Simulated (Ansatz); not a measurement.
Total energies of `C#[C][GeH]([F])[F]`.

```xyz
7

C     1.798   -0.752    0.583
C     0.733   -0.303    0.247
Ge   -0.936    0.424   -0.216
F    -0.721    1.428   -1.595
F    -1.950   -0.856   -0.753
H     2.742   -1.154    0.872
H    -1.666    1.214    0.861
```

Charge 0, multiplicity 1. Correlated methods include outer-core shells of Ge, which these sets cover unevenly. Scalar relativity is left out up to krypton. All single points use the PBE0-D4/def2-TZVP geometry. Basis def2-TZVPP, the Gaussian-basis code of Ansatz.

RPA on PBE orbitals: Hartree–Fock energy of these orbitals -2351.21381 Eh, correlation -1.58456 Eh (frozen core).

| functional | energy without D4 (Eh) | D4 term (kJ/mol) |
| --- | --- | --- |
| PBE | -2353.62675 | -12.9 |
| revPBE | -2353.98025 | -37.5 |
| BLYP | -2354.25226 | -28.2 |
| r2SCAN | -2354.09778 | -3.1 |
| B97M-V | -2353.77840 | – |
| PBE0 | -2353.68263 | -10.8 |
| B3LYP | -2354.28268 | -20.9 |
| r2SCANh | -2354.07379 | -3.3 |
| r2SCAN0 | -2354.03953 | -3.6 |
| BHLYP | -2354.09697 | -16.5 |
| LC-ωPBE | -2353.78978 | – |
| ωB97X-V | -2353.95354 | – |
| B2PLYP | -2353.70345 | – |
| PBE-QIDH | -2353.32519 | – |

Give the same for LDA (SPW92), HSE06 (plane-wave form), CAM-B3LYP, ωB97M-V. (Best estimate.)

Ansatz gave: 
```tsv
functional	energy without D4 (Eh)	D4 term (kJ/mol)
LDA (SPW92)	-2349.08715	–
HSE06 (plane-wave form)	-2353.67104	-10.1
CAM-B3LYP	-2354.27089	-11.1
ωB97M-V	-2354.04613	–
```

B3LYP takes the VWN-RPA correlation (the form of Gaussian; ORCA's B3LYP/G). HSE06 is the plane-wave form, built on full-range PBE exchange. The double hybrids freeze the cores in their second-order part.

LC-ωPBE has ω = 0.4 bohr⁻¹.
